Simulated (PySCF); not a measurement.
# Steps of a relaxation of [Pm(H2O)2]3+

[Pm(H2O)2]3+ (singlet in the valence; each metal's 4f electrons, 4 of them, lie in its core potential, out of spins and levels; a saddle point, relaxed within its symmetry). PySCF 2.14.0, RKS PBE0, Pm lcecp-1-SVP with ECP50, O def2-SVP, H def2-SVP; non-relativistic Hamiltonian with scalar-relativistic core potentials where named; density fitting; no spin-orbit coupling. Origin of the start: template. Columns: position (Å) and force (eV/Å). Energies are counted from the last step; some of the 6 steps are shown. Forces carry noise of the integration grid, about 0.01 to 0.03 eV/Å.

Run from Python with OMP_NUM_THREADS=2. Where DIIS fails, smearing, a level shift and second-order steps follow.
It took 14 s on 2 threads of Arm Neoverse V1, with other jobs on the host, from the converged density of the start.

```xyz
7
step 0  E = 0.314 eV
Pm    0.0000    0.0000    0.0000     0.00    0.00    0.00
O     0.0000    0.0000    2.5100     0.00    0.00   -2.41
H     0.5445    0.5445    3.1000     0.40    0.40    0.55
H    -0.5445   -0.5445    3.1000    -0.40   -0.40    0.55
O     0.0000    0.0000   -2.5100     0.00    0.00    2.41
H     0.5445   -0.5445   -3.1000     0.40   -0.40   -0.55
H    -0.5445    0.5445   -3.1000    -0.40    0.40   -0.55
```

```xyz
7
step 2  E = 0.021 eV
Pm    0.0000    0.0000    0.0000     0.00    0.00    0.00
O     0.0000    0.0000    2.3498     0.00    0.00    0.47
H     0.5429    0.5429    2.9928    -0.15   -0.15   -0.39
H    -0.5429   -0.5429    2.9928     0.15    0.15   -0.39
O     0.0000    0.0000   -2.3498     0.00    0.00   -0.47
H     0.5429   -0.5429   -2.9928    -0.15    0.15    0.39
H    -0.5429    0.5429   -2.9928     0.15   -0.15    0.39
```

```xyz
7
step 3  E = 0.004 eV
Pm    0.0000    0.0000    0.0000     0.00    0.00    0.00
O     0.0000    0.0000    2.3255     0.00    0.00    0.37
H     0.5433    0.5433    2.9607    -0.08   -0.08   -0.20
H    -0.5433   -0.5433    2.9607     0.08    0.08   -0.20
O     0.0000    0.0000   -2.3255     0.00    0.00   -0.37
H     0.5433   -0.5433   -2.9607    -0.08    0.08    0.20
H    -0.5433    0.5433   -2.9607     0.08   -0.08    0.20
```

**Question.** Where does the relaxation end?

**Answer.** It converges at step 5 in D2d:
```xyz
7
step 5  E = 0
Pm    0.0000    0.0000    0.0000
O     0.0000    0.0000    2.3245
H     0.5449    0.5449    2.9485
H    -0.5449   -0.5449    2.9485
O     0.0000    0.0000   -2.3245
H     0.5449   -0.5449   -2.9485
H    -0.5449    0.5449   -2.9485
```

**Question.** How did the contacts change?

**Answer.** 
```
     contact  start (Å)  end (Å)
Pm1–O2 (H2O)      2.510    2.325
Pm1–O5 (H2O)      2.510    2.325
```


An lcecp potential fixes the number of 4f electrons, so in runs with it no electron can move into or out of that shell.
